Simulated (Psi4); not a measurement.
CH4OZn (SMILES [CH3][Zn][OH]), singlet, geometry from GFN2-xTB (such geometries of metal compounds can be far from the true shape), with bond 4-2 at 1.3 times its length. Base run: BLYP/def2-SV(P) run with Psi4.

Psi4 was given this input:
```
memory 2 GB

molecule {
0 1
  Zn   -0.01725634    0.01469602    0.17610893
  C    -0.16999058    1.58529776   -1.03868649
  H    -0.89438198    2.31293583   -0.69757834
  H    -0.57114427    1.12702102   -2.31020181
  H     0.78322230    2.08823604   -1.14561464
  O     0.23277667   -1.66790958    0.45013089
  H     0.26515014   -2.24333970    1.20777220
}

set basis def2-sv(p)

energy('blyp')
print_variables()
```

Variants of this job, named by their change:

```
change                                        ΔE vs base (µEh)  SCF cycles  grid points  basis functions        outcome
--------------------------------------------  ----------------  ----------  -----------  ---------------  -------------
base                                                       0.0          11       152888               60      converged
d_convergence = 1e-8                                       0.0          14       152888               60      converged
scf_type = direct                                          115          13       152888               60      converged
basis_guess = true                                         0.0           9       152888               60      converged
cholesky_tolerance = 1e-6 (with scf_type cd)               110          11       152888               60      converged
diis_max_vecs = 3                                          0.0          49       152888               60      converged
damping_percentage = 20                                    1.2          22       152888               60      converged
df_basis_scf = def2-universal-jkfit                        0.0          11       152888               60      converged
dft_nuclear_scheme = becke                               -52.9          11       151956               60      converged
level_shift = 0.3                                          0.0          13       152888               60      converged
dft_radial_points = 99                                   -25.2          11       200727               60      converged
basis_guess = sto-3g                                         -           -            -               32  not converged
soscf = true                                               0.0           9       152888               60      converged
```
